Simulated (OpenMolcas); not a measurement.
Ni2+.

* Program: OpenMolcas
* Method: CASSCF
* Basis: ANO-RCC-VQZP [7s6p4d3f2g1h]
* Scalar Hamiltonian: DKH2, point nucleus
* Active space: 8 electrons in 10 orbitals (3d 4d)
* State averaging: 2S+1 = 3 even, 10 roots; 2S+1 = 1 even, 15 roots
* Spin-orbit coupling: RASSI with atomic mean-field integrals over the reference wave functions, term energies averaged over their components

Levels without dynamic correlation, in cm-1 above 3d8 3F4:

| Level | E |
| --- | --- |
| 3d8 3P2 | 19850 |
| 3d8 1D2 | 16807 |
| 3d8 1G4 | 25793 |
| 3d8 1S0 | 61386 |

On this reference, SS-CASPT2, IPEA 0.25 Eh, imaginary shift 0.1 Eh (closed shells correlated: 3s 3p) puts 3d8 3P2 at 16830 cm-1.

Question: Estimate the other levels at that method by one scale factor, and say how well it serves.

Answer: The factor is 16830 / 19850 = 0.848. Scaled values beside those that SS-CASPT2 gives and measured ones (Corliss and Sugar, J. Phys. Chem. Ref. Data 10, 197 (1981)):
```tsv
Level	Scaled	SS-CASPT2	Miss (%)	Measured
3d8 1D2	14252	13710	+4.0	14032
3d8 1G4	21872	23330	-6.2	23109
3d8 1S0	52055	52820	-1.4	52532
```
For these levels the scaled values miss SS-CASPT2 by up to 6.2 %, as correlation changes each term by its own factor, spin-orbit parts do not scale and CASPT2 has its own spread within terms. This holds within one configuration; levels of others move differently, and the target method has errors of its own against measurement.

CASPT2 does not keep the components of a term degenerate, so their means are used; among the terms shown or strongly mixed into the levels shown the widest spread is 610 cm-1 (3d8 1G, SS-CASPT2). Active for correlation alone: 4d; no level in the range computed is led by a configuration that fills it, so any true level of that kind is missing. Without dynamic correlation excited terms often stand tens of per cent too high (terms of higher spin than the ground term too low), and those without a measured partner can miss by more than the paired ones (holds for CASSCF). Computed and measured levels are paired by configuration, term and J; levels that our copy of the source lacks, or whose pairing is in doubt (as where it misses far off the trend of its configuration), stay unpaired and out of the deviations. Only configurations of the active space appear.
